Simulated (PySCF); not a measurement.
## `[Si@@H]1(CC)C[SiH2][C@@H]1C`, C5H14Si2

Geometry:
| atom | x (Å) | y (Å) | z (Å) |
| --- | --- | --- | --- |
| C1 | 2.850 | -0.647 | 0.346 |
| C2 | 1.401 | -1.007 | 0.046 |
| Si3 | 0.420 | 0.463 | -0.654 |
| C4 | 0.027 | 1.809 | 0.659 |
| Si5 | -1.823 | 1.308 | 0.725 |
| C6 | -1.480 | 0.146 | -0.770 |
| C7 | -1.982 | -1.289 | -0.684 |
| H8 | 3.360 | -0.327 | -0.560 |
| H9 | 2.901 | 0.167 | 1.065 |
| H10 | 3.389 | -1.499 | 0.758 |
| H11 | 0.927 | -1.364 | 0.961 |
| H12 | 1.379 | -1.837 | -0.661 |
| H13 | 1.058 | 0.944 | -1.891 |
| H14 | 0.184 | 2.822 | 0.298 |
| H15 | 0.565 | 1.731 | 1.600 |
| H16 | -2.187 | 0.592 | 1.951 |
| H17 | -2.789 | 2.384 | 0.486 |
| H18 | -1.875 | 0.583 | -1.690 |
| H19 | -1.637 | -1.876 | -1.535 |
| H20 | -1.624 | -1.769 | 0.224 |
| H21 | -3.072 | -1.319 | -0.674 |

Method used: TDDFT CAM-B3LYP/def2-SVPD circular dichroism and optical rotation, one conformer, gas phase in PySCF. Geometry: GFN2-xTB.

The molecule is flexible and this is one conformer; a measurement averages over conformers.

Task: Draw the ECD and absorption spectra from the lowest 16 states, each a Gaussian of half-width 0.2 eV at 1/e height.

Result: 
| E (eV) | λ (nm) | Δε (L mol⁻¹ cm⁻¹) | ε (L mol⁻¹ cm⁻¹) |
| --- | --- | --- | --- |
| 5.80 | 214 | +0.04 | 1.21 |
| 5.90 | 210 | +0.41 | 11.5 |
| 6.00 | 207 | +2.33 | 66.1 |
| 6.10 | 203 | +8.15 | 231 |
| 6.20 | 200 | +17.25 | 488 |
| 6.30 | 197 | +22.15 | 627 |
| 6.40 | 194 | +17.20 | 488 |
| 6.50 | 191 | +7.73 | 232 |
| 6.60 | 188 | +0.20 | 77.7 |
| 6.70 | 185 | -6.28 | 66.2 |
| 6.80 | 182 | -12.89 | 220 |
| 6.90 | 180 | -16.17 | 824 |
| 7.00 | 177 | -15.27 | 2740 |
| 7.10 | 175 | -15.10 | 6880 |
| 7.20 | 172 | -16.82 | 11800 |
| 7.30 | 170 | -15.85 | 13400 |
| 7.40 | 167 | -12.02 | 10100 |
| 7.50 | 165 | -13.62 | 5700 |
| 7.60 | 163 | -29.57 | 4140 |
| 7.70 | 161 | -53.48 | 5950 |
| 7.80 | 159 | -63.07 | 8580 |
| 7.90 | 157 | -50.59 | 9080 |
| 8.00 | 155 | -34.24 | 8090 |
| 8.10 | 153 | -24.55 | 7790 |

Δε uses R in velocity form, ε uses f in length form. Only the states computed contribute, so the short-wavelength end is incomplete.

The sign of the CD band at 161 nm isn't settled: the length form gives the opposite one.
